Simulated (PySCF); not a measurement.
# Exercise with solution: dipole moment from atomic charges

Se(OH)(NH2) (H3NOSe), SMILES N[Se]O. Atoms are numbered in the order given.

```xyz
6

Se     0.0789    -0.0027     0.3990
O      0.0000     1.4455    -0.7149
H      0.8829     1.5489    -1.0977
N     -0.3656    -1.4229    -0.6302
H      0.3064    -1.6627    -1.3485
H     -1.3119    -1.3980    -0.9903
```
Charge 0, spin multiplicity 1.

The structure is a stationary point at TPSSh-D3(BJ)/def2-TZVP. The values are those of a single conformer.

Charges (e) from HF/def2-TZVPD in PySCF:

| atom | IAO | ESP fit |
|---|---|---|
| Se1 | 0.631 | 0.195 |
| O2 | -0.777 | -0.522 |
| H3 | 0.365 | 0.368 |
| N4 | -0.759 | -0.785 |
| H5 | 0.268 | 0.353 |
| H6 | 0.272 | 0.390 |

The dipole moment of the full density is 2.04 D.

### Question
What dipole moment does each set of point charges give, and which comes closer to that of the density?

### Answer

μ = Σ q r, and 1 e Å = 4.8032 D.
IAO: Σ q r = (0.375, -0.305, 0.254) e Å, |μ| = 2.62 D.
ESP fit: Σ q r = (0.224, -0.200, -0.321) e Å, |μ| = 2.11 D.
ESP fit comes closer in size. Point charges leave out the atoms' own dipoles (lone pairs, polarised bonds); fits to the potential absorb them, partitions of the density don't.
